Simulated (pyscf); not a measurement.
Optimised with ωB97X-D3(BJ)/def2-SVP in PySCF. MP2 and CC: frozen core, UHF for open shells. ΔMP2 is the change of the MP2 total energy from the triple- to the quadruple-zeta basis.

Task: PBE/def2-TZVP puts the barrier of H₂C=CH–SiH₃ → H₃C–CH=SiH₂ (hydrogen shift; singlet surface; H–Si broken, C–H formed) at 64.2 kcal/mol and the reaction energy at +14.9 kcal/mol, from the reactant's lowest minimum found. What do B3LYP-D3(BJ)/def2-TZVP, PBE0-D3(BJ)/def2-TZVP, CCSD(T)/def2-TZVPP + ΔMP2(QZVPP) give on the same structures?

Result: B3LYP-D3(BJ): ΔE‡ = 73.8 kcal/mol, ΔE = +18.3 kcal/mol; PBE0-D3(BJ): ΔE‡ = 69.8 kcal/mol, ΔE = +16.6 kcal/mol; CCSD(T): ΔE‡ = 73.7 kcal/mol, ΔE = +18.2 kcal/mol. PBE's barrier lies under all of them, by 5.6 to 9.6 kcal/mol. Its reaction energy lies under all of them, by 1.7 to 3.4 kcal/mol. Low barriers are usual for a GGA, whose delocalisation error favours stretched bonds. One saddle was located; it need not be the lowest between these sides. The CCSD(T) − MP2 part came from Ansatz, without density fitting, on the same reference.
